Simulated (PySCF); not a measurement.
Species: [Mo(NMe)(SH)4]-, CH₇MoNS₄ (charge -1 and doublet state).
Bonds: Mo1–N2, Mo1–S7, Mo1–S9, Mo1–S11, Mo1–S13, N2–C3. Hydrogens: H4, H5, H6 on C3; H8 on S7; H10 on S9; H12 on S11; H14 on S13.

Computed by this run: PBE0-D3(BJ)/def2-SVP geometry optimisation, gas phase, def2 core potentials past Kr in PySCF; unrestricted, density fitting, grid level 1; the optimiser is geomeTRIC in internal coordinates, started from a GFN2-xTB structure with every atom displaced at random (about 0.03 Å).

Step 0: E = -47810.6009 eV
```
atom  x, y, z in Å  |  force x, y, z in eV/Å
Mo1     0.0547   -0.0771   -0.7466   -1.168   1.820   0.869
N2     -0.0838   -0.0138    0.9663   -0.110  -0.401  -2.009
C3     -0.1209    0.0111    2.3436    6.516   2.917  -1.126
H4     -0.8632   -0.4551    2.7640   -5.240  -2.871   2.445
H5      0.8096   -0.5412    2.7235   -0.724   0.612  -0.179
H6     -0.0323    1.0662    2.7363   -0.206  -0.629  -0.185
S7      2.3962   -0.4650   -1.1828    0.019  -0.353  -0.096
H8      2.9131    0.6779   -0.6951   -0.009   0.199   0.047
S9      0.4691    2.3187   -1.3511    0.927  -0.866   0.080
H10    -0.7654    2.7891   -1.4063   -0.846   0.173   0.023
S11    -2.2933    0.4504   -1.5611    1.229   1.335   0.211
H12    -2.7506   -0.7659   -1.6120   -0.583  -1.464  -0.031
S13    -0.4858   -2.2321   -1.6100    0.689  -0.550   0.099
H14     0.7331   -2.8069   -1.3256   -0.493   0.077  -0.148
```

Step 1: E = -47811.2300 eV
```
atom  x, y, z in Å  |  force x, y, z in eV/Å
Mo1     0.0396    0.0038   -0.7414   -0.403   0.352  -0.644
N2     -0.0618    0.0014    0.9420   -0.020  -0.103   0.549
C3     -0.0779   -0.0236    2.3393    0.628   0.029   0.245
H4     -0.9600   -0.5427    2.7348   -0.296  -0.014   0.055
H5      0.8135   -0.5579    2.7386   -0.126   0.021  -0.147
H6     -0.0252    0.9989    2.7600   -0.191  -0.006  -0.013
S7      2.3775   -0.4390   -1.1659    0.161  -0.125  -0.073
H8      2.8839    0.7333   -0.7182   -0.014   0.014  -0.016
S9      0.4915    2.2866   -1.4389    0.114   0.019   0.014
H10    -0.7831    2.7392   -1.4928    0.014   0.035   0.031
S11    -2.2291    0.5183   -1.5347    0.064  -0.108  -0.026
H12    -2.7297   -0.7406   -1.5422   -0.046   0.046   0.036
S13    -0.4697   -2.2117   -1.5653    0.145  -0.137  -0.001
H14     0.7111   -2.8100   -1.2721   -0.031  -0.024  -0.009
```

Question: Estimate the geometry and energy of step 2. (The exact step hangs on the optimiser's Hessian estimate; all steps are aligned on step 1, rigid shifts and turns removed.)

Answer: E = -47811.2584 eV, largest force 0.492 eV/Å
```
atom  x, y, z in Å  |  force x, y, z in eV/Å
Mo1     0.0356    0.0132   -0.7504   -0.230   0.122   0.417
N2     -0.0638    0.0010    0.9538    0.084  -0.047  -0.426
C3     -0.0866   -0.0261    2.3547    0.009  -0.038   0.007
H4     -0.9914   -0.5427    2.7304    0.029   0.064   0.003
H5      0.7961   -0.5601    2.7536    0.014  -0.047  -0.012
H6     -0.0637    0.9961    2.7748   -0.076   0.032   0.013
S7      2.3815   -0.4482   -1.2068   -0.013  -0.040  -0.032
H8      2.8904    0.7338   -0.7865   -0.005   0.001  -0.016
S9      0.5154    2.2976   -1.4376    0.029  -0.053   0.002
H10    -0.7511    2.7775   -1.4768    0.029   0.006   0.040
S11    -2.2324    0.5061   -1.5347    0.050  -0.071  -0.049
H12    -2.7529   -0.7458   -1.5003    0.018   0.066   0.038
S13    -0.4372   -2.2259   -1.5686    0.057   0.000   0.012
H14     0.7405   -2.8202   -1.2622    0.005   0.004   0.004
```

The energy changes by -0.0284 eV. The first-order estimate −F·Δx gives -0.0521 eV and the mean of the old and new forces, exact on a quadratic surface, -0.0276 eV. The step makes an angle of 73° with the force vector and moves no atom by more than 0.069 Å.

What follows is the cost of the whole optimisation. Hardware: Arm Neoverse V1, one thread, shared host with 32 logical CPUs at a one-minute load of 16. Cost: 8.7 min, 0.92 GiB resident at most.
